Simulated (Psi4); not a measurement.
C₂H, charge -1, singlet, geometry from GFN2-xTB (a gas-phase anion, which may not be bound at this level); CCSD/def2-SV(P) run with Psi4 1.11.

Input for Psi4:
```
memory 2 GB

molecule mol {
-1 1
  C    -0.000000   -0.000000   -0.479965
  C     0.000000    0.000000    0.746059
  H    -0.000000   -0.000000   -1.596566
}

set basis def2-sv(p)
set reference rhf

energy('ccsd')
print_variables()
```

It wrote (shortened):

```
   => Loading Basis Set <=

    Name: DEF2-SV(P)
    Role: ORBITAL
    Keyword: BASIS

         ---------------------------------------------------------
                                   SCF
               by Justin Turney, Rob Parrish, Andy Simmonett
                          and Daniel G. A. Smith
                              RHF Reference
         ---------------------------------------------------------

  ==> Geometry <==

    Molecular point group: c2v
    Full point group: C_inf_v

    Geometry (in Angstrom), charge = -1, multiplicity = 1:

       Center              X                  Y                   Z               Mass
    ------------   -----------------  -----------------  -----------------  -----------------
         C            0.000000000000     0.000000000000    -0.543307926366    12.000000000000
         C            0.000000000000     0.000000000000     0.682716073634    12.000000000000
         H            0.000000000000     0.000000000000    -1.659908926366     1.007825032230

  Running in c2v symmetry.

  Rotational constants: A = ************  B =      1.41515  C =      1.41515 [cm^-1]
  Rotational constants: A = ************  B =  42425.06294  C =  42425.06294 [MHz]
  Nuclear repulsion =   19.737193163896467

  Charge       = -1
  Multiplicity = 1
  Electrons    = 14
  Nalpha       = 7
  Nbeta        = 7

  ==> Algorithm <==

  SCF Algorithm Type is PK.
  DIIS enabled.
  MOM disabled.
  Fractional occupation disabled.
  Guess Type is SAD.
  Energy threshold   = 1.00e-08
  Density threshold  = 1.00e-08
  Integral threshold = 1.00e-12

  ==> Primary Basis <==

  Basis Set: DEF2-SV(P)
    Blend: DEF2-SV(P)
    Number of shells: 14
    Number of basis functions: 30
    Number of Cartesian functions: 32
    Spherical Harmonics?: true
    Max angular momentum: 2

  ==> Integral Setup <==

  Using in-core PK algorithm.
   Calculation information:
      Number of atoms:                   3
      Number of AO shells:              14
      Number of primitives:             28
      Number of atomic orbitals:        32
      Number of basis functions:        30

      Integral cutoff                 1.00e-12
      Number of threads:                 1

  Performing in-core PK
  Using 216690 doubles for integral storage.
  We computed 5565 shell quartets total.
  Whereas there are 5565 unique shell quartets.

  ==> DiskJK: Disk-Based J/K Matrices <==

    J tasked:                  Yes
    K tasked:                  Yes
[...]
  @RHF Final Energy:   -76.12688909856426
    Total Energy =                        -76.1268890985642628
[...]
     9        -0.262224677930889    1.409e-05    0.013624    0.031556    0.031556    0.170036
    10        -0.262224756878779    3.596e-06    0.013624    0.031556    0.031556    0.170035
    11        -0.262224740171706    9.235e-07    0.013624    0.031556    0.031556    0.170035
    12        -0.262224767343451    2.607e-07    0.013624    0.031556    0.031556    0.170035
    13        -0.262224773045696    8.095e-08    0.013624    0.031556    0.031556    0.170035

    Iterations converged.

    Largest TIA Amplitudes:
              5  14         0.0263164803
              6  19         0.0263164803
              4   0         0.0177907626
              5  13        -0.0119901207
              6  18        -0.0119901207
              5  16         0.0115230974
              6  21         0.0115230974
              4   2         0.0094091290
              3   4         0.0079424331
              4   1        -0.0054932111

    Largest TIjAb Amplitudes:
      5   5  13  13        -0.0913327702
      6   6  18  18        -0.0913327702
      5   6  13  18        -0.0569664759
      6   5  18  13        -0.0569664759
      4   4   3   3        -0.0546919359
      4   4  13  13        -0.0451124023
      4   4  18  18        -0.0451124023
      5   5  13  15        -0.0364449528
      5   5  15  13        -0.0364449528
      6   6  18  20        -0.0364449528

    SCF energy       (wfn)                    =  -76.126889098564263
    Reference energy (file100)                =  -76.126889098564263

    Opposite-spin MP2 correlation energy      =   -0.185472631580308
    Same-spin MP2 correlation energy          =   -0.062631269020150
    Singles MP2 correlation energy            =   -0.000000000000000
    MP2 correlation energy                    =   -0.248103900600458
      * MP2 total energy                      =  -76.374992999164718

    Opposite-spin CCSD correlation energy     =   -0.208195633230651
    Same-spin CCSD correlation energy         =   -0.054029139815045
    Singles CCSD correlation energy           =    0.000000000000000
    CCSD correlation energy                   =   -0.262224773045696
      * CCSD total energy                     =  -76.389113871609965

  Variable Map:
  ----------------------------------------------------------------------------
[...]
  Array Variable Map:
  ----------------------------------------------------------------------------
[...]
[...]
```
